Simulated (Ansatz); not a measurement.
Cs4⁺, relaxed as a doublet with UKS PBE/def2-TZVP in Ansatz, starting from the GFN1-xTB geometry. Force threshold 0.02 eV/Å.

In the def2 sets Cs takes a core potential; there is no spin–orbit coupling. The structure comes from a short search, and lower isomers may exist.

Start:

```xyz
4

Cs    0.9122   -0.8537   -4.1549
Cs   -2.0619   -0.2840   -0.2712
Cs   -0.8893    0.8094    4.2112
Cs    2.0390    0.3283    0.2148
```

**Question.** Estimate the energy that the relaxation releases and the steps that it takes.

**Answer.** 0.26 eV, in 6 steps; 17 s on 4 threads of Arm Neoverse V1 on a shared host. No frequencies were taken in this run, so the end may be a saddle point.

**Question.** Does the start keep its bonding and symmetry?

**Answer.** By distances, no bond broke or formed. The bond that changes most is Cs2–Cs4, from 4.17 to 4.97 Å (atoms count from 1). The end is the same structure that another start reached, the lowest one found. Point group C2h at the start, C2h at the end, both within 0.05 Å; within 0.015 Å the end is C2.

**Question.** Predict the relaxed structure.

**Answer.** 
```xyz
4

Cs    0.9555   -0.9593   -4.6450
Cs   -2.4282   -0.3568   -0.3946
Cs   -0.9445    0.9033    4.6576
Cs    2.4172    0.4128    0.3819
```
Bond lengths (bridged metal pairs left out): 5 × Cs–Cs 4.97 to 5.47 Å.
